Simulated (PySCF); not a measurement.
Exercise with solution: chemical shift, span and skew from a shielding tensor

ethylenediamine (C2H8N2), SMILES NCCN. Atoms are numbered in the order given.

```xyz
12

N     -0.2050    -1.8528     0.0509
C      0.4959    -0.5777     0.0371
C     -0.4959     0.5777     0.0371
N      0.2050     1.8528     0.0509
H      0.4611    -2.6189     0.1416
H     -0.6735    -1.9999    -0.8444
H      1.1955    -0.4399    -0.8223
H      1.1148    -0.4962     0.9465
H     -1.1148     0.4962     0.9465
H     -1.1955     0.4399    -0.8223
H     -0.4611     2.6189     0.1416
H      0.6735     1.9999    -0.8444
```

The structure is a stationary point at r2SCAN-D4/def2-SVP. One conformer was computed; it need not be the lowest.

GIAO shieldings from HF/pcSseg-1 run with PySCF, non-relativistic, no solvent. The symmetric part of the tensor of C2 has the principal values 127.7, 141.4, 170.4 ppm. The same nucleus in TMS has σ = 192.6 ppm at this level (PySCF, at its B3LYP-D3(BJ)/def2-TZVP geometry).

Task: Work out the isotropic shielding, the ¹³C shift against TMS, the span and the skew.

Result: 
σ(iso) = (σ11 + σ22 + σ33)/3 = 146.5 ppm. δ = σ(ref) − σ(iso) = 192.6 − (146.5) = 46.1 ppm.
Span Ω = σ33 − σ11 = 42.7 ppm. Skew κ = 3(σ(iso) − σ22)/Ω = 0.36. Tumbling in solution averages the tensor to δ; in a static solid the shielding alone would spread this spin-1/2 line over Ω.
